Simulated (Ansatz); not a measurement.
Consider the redistribution: `CC(C)[O][GeH2][F]` + `[NH2][AlH][SiH3]` → `[NH2][AlH][GeH2][F]` + `CC(C)O[SiH3]`.

Program: Ansatz. Geometries: PBE0-D4/def2-TZVP. ΔE: electronic, gas phase. CBS: MP2 limit from def2 TZ/QZ plus the TZ coupled-cluster correction, frozen cores. Functionals use def2-TZVPP. B3LYP here is the variant with VWN-RPA as its local correlation; programs differ in this. HSE06 is defined as in plane-wave codes. For Ge outer-core shells are correlated without core-valence functions, which leaves a few kJ/mol of doubt a bond. Scalar relativity is left out up to krypton. Each species was taken in one conformer, which may not be the lowest.

(1) Is it downhill or uphill in electronic energy at CCSD(T)/CBS, and by how much? (An estimate is asked.)

(2) What do these levels give: PBE-D4, B97M-V, B3LYP-D4, r2SCANh-D4, r2SCAN0-D4, B2PLYP, PBE-QIDH, PBE, r2SCAN0, HSE06, BHLYP, SCS-MP2/def2-QZVPP? (Estimate.)

Largest T1 diagnostic among the species: 0.013.

Results:

(1) Ansatz gave: Downhill: ΔE = -59.5 kJ/mol.

(2) Ansatz gave: PBE-D4 -52.9, B97M-V -54.6, B3LYP-D4 -65.2, r2SCANh-D4 -59.3, r2SCAN0-D4 -60.7, B2PLYP -62.1, PBE-QIDH -57.0, PBE -52.9, r2SCAN0 -60.8, HSE06 -56.2, BHLYP -68.5, SCS-MP2/def2-QZVPP -62.1 kJ/mol.

In def2-TZVPP, CCSD(T) changes the Hartree–Fock value by +13.9 kJ/mol (the triples alone add +3.0 kJ/mol) and MP2 by +9.9 kJ/mol. From PBE to PBE0 (25 % exact exchange), in def2-TZVPP and without D4, ΔE moves by −3.4 kJ/mol. At CCSD(T), def2-SVP lies +22.4 kJ/mol from the extrapolated value and def2-TZVPP +5.5 kJ/mol.
